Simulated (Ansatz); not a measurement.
Gas-phase electronic energies from Ansatz, PBE0-D4/def2-TZVP geometries. CCSD(T)/CBS is the MP2 limit (def2-TZVPP, def2-QZVPP) plus CCSD(T) − MP2 in def2-TZVPP, frozen cores. DFT in def2-TZVPP. B3LYP here is the variant with VWN-RPA as its local correlation; programs differ in this. For Ge outer-core shells are correlated without core-valence functions, which leaves a few kJ/mol of doubt a bond. Scalar relativity is left out up to krypton. One conformer a species, not always the lowest.

Consider the ligand exchange at a Ge–C bond: `F/C=[CH]/[GeH3]` + `C=C(N)O` → `C=C(N)[O][GeH3]` + `C=CF`.

```json
{"level": "ωB97X-V", "ΔE (kcal/mol)": "-7.1"}
{"level": "B2PLYP", "ΔE (kcal/mol)": "-7.4"}
{"level": "PBE", "ΔE (kcal/mol)": "-4.9"}
{"level": "r2SCAN", "ΔE (kcal/mol)": "-6.2"}
{"level": "PBE0", "ΔE (kcal/mol)": "-4.8"}
{"level": "B3LYP", "ΔE (kcal/mol)": "-7.0"}
{"level": "CCSD/def2-TZVPP", "ΔE (kcal/mol)": "-7.5"}
{"level": "MP2/CBS(def2)", "ΔE (kcal/mol)": "-6.4"}
```

Q: What does CCSD(T)/CBS give? (Estimate.)

A: Ansatz gave: -6.8 kcal/mol. The listed levels differ from it by -0.3, -0.6, 1.9, 0.6, 2.0, -0.2, -0.7, 0.4 kcal/mol.

Largest T1 diagnostic among the species: 0.012.

The D4 term adds −1.0 kcal/mol with B3LYP and −0.6 kcal/mol with PBE0; it sums over pairs of atoms, weighted by their polarisabilities, and B3LYP, whose exchange is more repulsive, gets the larger term. In def2-TZVPP, CCSD(T) changes the Hartree–Fock value by +1.4 kcal/mol (the triples alone add −0.0 kcal/mol) and MP2 by +1.8 kcal/mol.
